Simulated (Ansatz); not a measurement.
The first iterations of a band of AlClF2H2S (7 atoms, charge 0, multiplicity 1).

All numbers below come from RHF/def2-SVP (Ansatz).

```
movable images  : 5
climbing image  : yes
spring          : 5.0 eV/Å²
optimiser       : quadratic models (default)
start path      : through a guess of the saddle point
force threshold : 0.05 eV/Å
iteration limit : 60
end points      : relaxed
```

First end point:

```xyz
7
Properties=species:S:1:pos:R:3
Al 0.055 -0.038 0.158
Cl -0.115 0.759 2.097
F 1.447 0.255 -0.673
F -1.330 -0.207 -0.727
S 0.314 -2.523 0.633
H -0.931 -2.862 0.283
H 0.080 -2.508 1.949
```

Last end point:

```xyz
7
Properties=species:S:1:pos:R:3
Al 0.083 -0.598 -0.227
Cl -0.099 0.053 2.364
F 1.434 0.297 -0.499
F -1.384 0.025 -0.635
S 0.297 -2.761 0.012
H -1.011 -3.023 -0.081
H 0.201 -1.116 2.787
```

| iteration | highest image above the first end (eV) | largest band force component (eV/Å) |
| --- | --- | --- |
| 1 | 3.398 | 3.049 |
| 2 | 2.014 | 1.386 |
| 3 | 1.593 | 1.577 |
| 4 | 1.526 | 1.165 |
| 5 | 1.468 | 0.717 |

Q: Does the band converge within its limit, and where does its top end?

A: The forces met the threshold. It ended after 15 iterations with the highest image 1.474 eV above the first end. A vibrational analysis at the climbing image gives one clearly imaginary mode, 1181i cm⁻¹: a first-order saddle point. The orbitals stay closed-shell, which can raise the energy where a bond breaks towards radicals; this wasn't checked here.

Time of the run: 2.1 min on 1 thread of Arm Neoverse V1, with other jobs on the host, peak memory 0.18 GiB.
